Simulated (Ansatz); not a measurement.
Reaction R1 → P1 + 4 P2, each structure at its B3LYP-D3(BJ)/def2-TZVP stationary point, reached from a drawn start (curvature not checked).
P1: C atom, charge 0, multiplicity 3.
P2: H atom, charge 0, multiplicity 2.
R1: CH4 (SMILES C), charge 0, multiplicity 1.

P less R. No zero-point or thermal terms; singlets are restricted closed shells; open shells are unrestricted; no spin–orbit coupling.

Cores are frozen in the correlated methods. CBS: X⁻³ extrapolation of the correlation energy, Hartree–Fock from the larger set.

Programs: Ansatz (Gaussian basis) for Hartree–Fock, density functionals and correlated methods. No computed number here is a measurement.

What reaction energy does CCSD(T)/CBS(cc-pVTZ, cc-pVQZ) give?

419.7 kcal/mol

Give the reaction energy at the level r2SCAN/def2-TZVPP.

419.3 kcal/mol

What reaction energy does HF/cc-pVDZ give?

323.2 kcal/mol

Ansatz is a program for electronic structure.
